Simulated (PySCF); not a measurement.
**Telling isomers of C₅H₆N₃P apart by NMR**

PySCF 2.14 calculation with GFN2-xTB geometry and PBE0/pcSseg-1 with gauge-including orbitals; averaged over atoms made equivalent by symmetry, fast rotation or ring inversion, non-relativistic, one computed conformer, no solvent.

Referencing at the same level of theory: TMS for 1H (σ = 31.72 ppm) and 13C (σ = 186.93 ppm). Splittings of carbon signals by F and P are missing where no couplings were computed. Where no couplings were computed, multiplicities follow the n + 1 count of equivalent neighbours, and m marks all less simple cases (inequivalent or close neighbours, rings, F or P nearby). Shifts are as computed. Against solution values, carbons near 30 ppm lie about +3 ppm off and those near 130 ppm about +5 ppm (rms about the fit 2.1 ppm; single classes can miss by 10 ppm). Of 1328 compounds with measured shifts, 309 miss one by over three times the rms of a fit or turn the order of signals round; such compounds aren't used in these exercises. Signals without a measured value on file couldn't be tested in this way; 1H shifts scatter by 0.2 ppm about their fit, and single ones miss by 0.5 ppm.

(1) Tabulate the signals of `CCn1cpc(C#N)n1`, `CCn1ncpc1C#N` and their relative energies.

(2) What is the quickest way to tell CCn1cpc(C#N)n1 from CCn1ncpc1C#N?

## Answers

(1) 
```json
{"SMILES": "CCn1cpc(C#N)n1", "carbon types": "2×C 1×CH 1×CH2 1×CH3", "δC": "164.5, 155.1, 120.5, 54.0, 20.4", "δH": "8.71 (m, 1H), 4.49 (q, 2H), 1.51 (t, 3H)", "E rel. (kcal/mol)": "0.0"}
{"SMILES": "CCn1ncpc1C#N", "carbon types": "2×C 1×CH 1×CH2 1×CH3", "δC": "168.2, 146.8, 118.7, 52.4, 18.9", "δH": "8.88 (m, 1H), 4.75 (q, 2H), 1.61 (t, 3H)", "E rel. (kcal/mol)": "0.1"}
```

Energies are electronic energies at PBE0/pcSseg-1 on these geometries, without zero-point or thermal terms, each for the one conformer computed, which needn't be the lowest.

(2) Both give the same number of carbon signals, with the same numbers of each carbon type, so the positions decide. The first has a ring carbon next to a ring phosphorus (C) at 155.1 ppm, the second a ring carbon next to a ring phosphorus (C) at 146.8 ppm. Their most deshielded carbons lie at 164.5 and 168.2 ppm.
